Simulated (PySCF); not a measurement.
# Electron correlation in Cd³⁺ (cadmium, charge +3)

Starting occupation: [Kr] 4d9, 4d3/2 with m_j = -3/2, -1/2, +1/2, +3/2, 4d5/2 with m_j = -3/2, -1/2, +1/2, +3/2, +5/2. Calculation: PySCF 2.14, in x2c-SVPall-2c with one added diffuse shell each of s, p, d type (7s10p7d1f, 79 functions); X2C-1e with screened-nucleus spin-orbit coupling, Gaussian nucleus. Frozen: [Ar] 3d10; 17 electrons correlated; the 6 highest virtual spinors left out.

MP2 pair energies summed by pair of shells (mhartree):

```csv
pair,energy,share (%)
4d3/2-4d5/2,-112.53,28.7
4d5/2-4d5/2,-62.63,16.0
4d5/2-4p3/2,-48.79,12.4
4d3/2-4d3/2,-40.29,10.3
4d3/2-4p3/2,-35.50,9.0
4p3/2-4p3/2,-17.47,4.4
4d5/2-4p1/2,-16.67,4.2
4p1/2-4p3/2,-15.74,4.0
4d3/2-4p1/2,-12.63,3.2
4d5/2-4s1/2,-7.45,1.9
4p3/2-4s1/2,-7.22,1.8
4d3/2-4s1/2,-5.94,1.5
4p1/2-4p1/2,-4.08,1.0
4p1/2-4s1/2,-3.28,0.8
4s1/2-4s1/2,-2.38,0.6
```

Total MP2 correlation energy: -392.61 mhartree.

This basis was not built for core-valence correlation, so the inner-shell part is incomplete.
